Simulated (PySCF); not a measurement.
Working out the ionisation energy of N⁺

N⁺ [He] 2s2 2p2 (3P) → N²⁺ [He] 2s2 2p1 (2P). Computed with PySCF 2.14 in aug-cc-pVTZ with one added diffuse shell each of s, p, d, f type (6s5p4d3f, 62 functions), with no relativity, point nucleus. Frozen: 1s2. Energies in hartree (1 hartree = 27.21139 eV):

```
             part  N⁺ (lower)  N²⁺ (upper)
              UHF  -53.890509   -52.817673
MP2 opposite-spin   -0.059112    -0.053026
    MP2 same-spin   -0.012977    -0.003649
```

Problem. What does Hartree-Fock give?

Solution. (-52.817673) − (-53.890509) = 1.072836 hartree = 29.193 eV.

Problem. What do MP2 and SCS-MP2 (6/5 opposite-spin, 1/3 same-spin) give?

Solution. The opposite-spin parts differ by 0.166 eV and the same-spin parts by 0.254 eV. MP2: 29.193 + (0.166) + (0.254) = 29.613 eV. SCS-MP2: 29.193 + 1.2 × (0.166) + (0.254)/3 = 29.477 eV.

A first-order spin-orbit estimate adds -0.003 eV to MP2 (valence), giving 29.610 eV against 29.601 eV (semi-empirical (NIST evaluation); NIST Atomic Spectra Database, ionization energies).

What remains against the reference includes basis incompleteness, the frozen core and correlation beyond second order.
